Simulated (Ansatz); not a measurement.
CH₆ClGaN₂, SMILES `C[NH][Ga]([NH2])[Cl]`, 11 atoms. Charge 0, multiplicity 1. Correlated methods include outer-core shells of Ga, which these sets cover unevenly. Scalar relativity is left out up to krypton. All runs use 4 threads of an Arm Neoverse V2 on a shared host. Correlated methods freeze the cores.

(1) Give the basis size and wall time and peak host memory of each of these runs in Ansatz. RKS B3LYP-D4/def2-TZVPP energy and forces; RKS BHLYP-D4/def2-TZVPP energy; RHF-CCSD(T)/def2-SVP energy; RKS ωB97M-V/def2-QZVPP energy; RKS PBE-QIDH (frozen core)/def2-TZVPP energy; RKS PBE0-D4/def2-TZVP frequencies; RKS PBE0-D4/def2-TZVPP energy; RHF-MP2/def2-QZVPP energy; RKS PBE0-D4/def2-SVP energy; RKS PBE0-D4/def2-QZVPP energy; RKS ωB97M-V/def2-SVP energy; direct RPA on PBE orbitals/def2-TZVPP energy. (Best estimate.)

Results:

(1) The calculation gave: Other jobs shared the machine, so times are rough.

```csv
level,job,functions,wall time,peak host memory (GiB)
RKS PBE0-D4/def2-SVP,energy,122,1.3 s,0.29
RKS PBE0-D4/def2-TZVPP,energy,267,3.4 s,0.83
RKS BHLYP-D4/def2-TZVPP,energy,267,3.6 s,0.86
RKS ωB97M-V/def2-SVP,energy,122,5 s,0.42
RKS B3LYP-D4/def2-TZVPP,energy and forces,267,5.5 s,0.87
RKS PBE-QIDH (frozen core)/def2-TZVPP,energy,267,6 s,0.75
direct RPA on PBE orbitals/def2-TZVPP,energy,267,7 s,0.71
RHF-CCSD(T)/def2-SVP,energy,122,9.5 s,0.7
RKS PBE0-D4/def2-QZVPP,energy,510,10 s,2.3
RKS ωB97M-V/def2-QZVPP,energy,510,22 s,2.7
RHF-MP2/def2-QZVPP,energy,510,26 s,3.4
RKS PBE0-D4/def2-TZVP,frequencies,214,2.9 min,0.67
```

B3LYP here is the variant with VWN-RPA as its local correlation; programs differ in this.
